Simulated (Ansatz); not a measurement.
Compare A (`CN([SiH2]O)[SiH2]O`) with its isomer B (`C[SiH](O)N[SiH2]O`).

Computed with Ansatz on PBE0-D4/def2-TZVP structures; ΔE is electronic, products minus reactants. CCSD(T)/CBS is the MP2 limit (def2-TZVPP, def2-QZVPP) plus CCSD(T) − MP2 in def2-TZVPP, frozen cores. Functionals use def2-TZVPP. B3LYP here is the variant with VWN-RPA as its local correlation; programs differ in this. Each species was taken in one conformer, which may not be the lowest.

Q: Which isomer does CCSD(T)/CBS put lower? Give the gap. (Best estimate.)

A: Computed: B, by 99.5 kJ/mol.

Q: Give E(B) − E(A) in kJ/mol with HF/def2-TZVPP, PBE0-D4, CCSD(T)/def2-TZVPP, PBE-D4, CCSD/def2-TZVPP, B3LYP-D4, ωB97M-V. (Estimate.)

A: Computed: HF/def2-TZVPP -98.5, PBE0-D4 -98.6, CCSD(T)/def2-TZVPP -97.1, PBE-D4 -96.7, CCSD/def2-TZVPP -98.0, B3LYP-D4 -95.3, ωB97M-V -101.0. None reverses the order clearly.

Largest T1 diagnostic: 0.011.

The D4 term adds +3.6 kJ/mol with B3LYP and +1.8 kJ/mol with PBE0; it sums over pairs of atoms, weighted by their polarisabilities, and B3LYP, whose exchange is more repulsive, gets the larger term.
